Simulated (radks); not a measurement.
The numbers below are computed, except where a source is named.
Ionisation of Fe+, [Ar] 3d6 4s1, to Fe2+, [Ar] 3d6, under several functionals. Scalar-relativistic Kohn-Sham, spin-polarised, spherical densities, point nucleus; open shells are filled with parallel spins first; a radial shooting solver on a logarithmic mesh with Libxc functionals. The NIST Atomic Spectra Database gives 16.199 eV (measured). Rank these functionals by the error of their Delta-SCF ionisation energy: Wu-Cohen GGA; SOGGA; exchange-only B88; HCTH/407; OLYP; exchange-only PBE; BLYP; PW91; exchange-only LDA; RPBE.

Answer. From best to worst: OLYP 16.391 eV (+0.192); exchange-only LDA 16.397 eV (+0.198); exchange-only B88 16.496 eV (+0.296); exchange-only PBE 16.537 eV (+0.337); HCTH/407 16.648 eV (+0.449); SOGGA 16.724 eV (+0.525); RPBE 16.725 eV (+0.526); BLYP 16.828 eV (+0.628); Wu-Cohen GGA 16.874 eV (+0.674); PW91 16.939 eV (+0.740). Open shells are spherical and high-spin; term and fine-structure splittings are not resolved.
